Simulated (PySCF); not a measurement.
SnI2, SMILES [I][Sn][I] (connectivity only; charge and spin as stated), neutral, multiplicity 1. Heavy atoms are numbered as in [Sn:1]([I:2])[I:3].

Geometry: ωB97X-D3(BJ)/def2-SVP. The isomer is the one that the SMILES or the coordinates give; other isomers of the formula were not compared. The def2 effective core potentials stand for the cores of I, Sn; spin–orbit coupling is left out.

Calculation: r2SCAN/def2-TZVPD run with PySCF.

Mulliken values depend strongly on the basis, most of all with diffuse functions as here. ESP charges are fitted to the potential on shells at 1.4 to 2.0 van der Waals radii. Atomic charges (e), one atom of each kind:

```csv
atom,ESP fit,Mulliken
Sn1,…,0.45
I2,…,-0.22
```

Task: Fill in the missing entries. (An estimate is asked for; the answer gives what the named calculation found.)

Result: 
- Sn1, ESP fit: 0.28
- I2, ESP fit: -0.14
